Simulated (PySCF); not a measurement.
**C₆ coefficients of unlike pairs at UHF**

Calculated with PySCF 2.14 from the dipole response of each species, C₆(A,B) = (3/π) ∫ α_A(iu) α_B(iu) du, in atomic units, from isotropic polarisabilities. For ions this is the dispersion term alone; charge-induced terms of lower order in 1/R come first.

| species | configuration | basis | relativity | α (bohr³) | C₆ (like pair) |
| --- | --- | --- | --- | --- | --- |
| Ru | [Kr] 4d7 5s1 (5F) | def2-TZVPPD with the def2 core potential (28 electrons) (6s4p3d2f1g) | core potential | 90.63 | 809.3 |
| N²⁺ | [He] 2s2 2p1 (2P) | dyall-av2z (11s7p2d) | none | 2.707 | 3.824 |
| Ne³⁺ | [He] 2s2 2p3 (4S) | aug-cc-pwCVDZ (5s4p2d) | none | 0.7153 | 0.6132 |
| Zn | [Ar] 3d10 4s2 (1S) | def2-QZVPPD (11s6p5d4f2g) | none | 53.97 | 435.7 |

Problem. Estimate C₆ for Ne³⁺ with N²⁺.

Solution. The integral gives 1.418. The combination rule 2 C_A C_B / (C_A α_B/α_A + C_B α_A/α_B) gives 1.408 and the geometric mean 1.531.

No spin-orbit coupling is included.

The other pairs:

```
    pair     C₆
 Zn, N²⁺  34.94
Ne³⁺, Ru  14.33
Zn, Ne³⁺  11.04
 N²⁺, Ru  45.04
  Zn, Ru  585.3
```
